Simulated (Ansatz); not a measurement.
C2H5NSSn, relaxed with RKS PBE0-D4/def2-TZVP in Ansatz 0.2.0 from a PBE-D4/def2-SVP geometry. The force threshold is 0.005 eV/Å; the program also tests the step.

Charge 0, multiplicity 1. Sn takes the def2 core potential. The bonds changed during the relaxation, so this is another structure than the one it started from.

Start:

```xyz
10

S    -0.244    0.235    2.483
C    -1.553    0.134    1.486
Sn   -1.573   -0.575   -0.658
C     1.728   -0.302   -1.171
N     0.686   -0.234   -0.437
H    -2.543    0.325    1.961
H    -1.724    1.115   -1.251
H     2.745   -0.134   -0.761
H     1.641   -0.529   -2.251
H     0.837   -0.036    0.599
```

**Question.** How much energy does the relaxation release, and in how many steps? (Best estimate.)

**Answer.** The calculation gave: 6.37 kJ/mol, in 10 steps, 2 of them rejected.

**Question.** Which bonds change most? (An estimate is asked.)

**Answer.** The calculation gave: Sn3–N5 from 2.295 to 2.259 Å; C2–Sn3 from 2.259 to 2.224 Å; Sn3–H7 from 1.798 to 1.770 Å; N5–H10 from 1.065 to 1.040 Å.

**Question.** Give the relaxed structure. (Best estimate.)

**Answer.** Computed: 
```xyz
10

S    -0.287    0.231    2.493
C    -1.546    0.123    1.473
Sn   -1.527   -0.564   -0.642
C     1.707   -0.301   -1.168
N     0.695   -0.227   -0.421
H    -2.530    0.322    1.912
H    -1.685    1.104   -1.216
H     2.716   -0.132   -0.790
H     1.590   -0.536   -2.225
H     0.868   -0.019    0.583
```
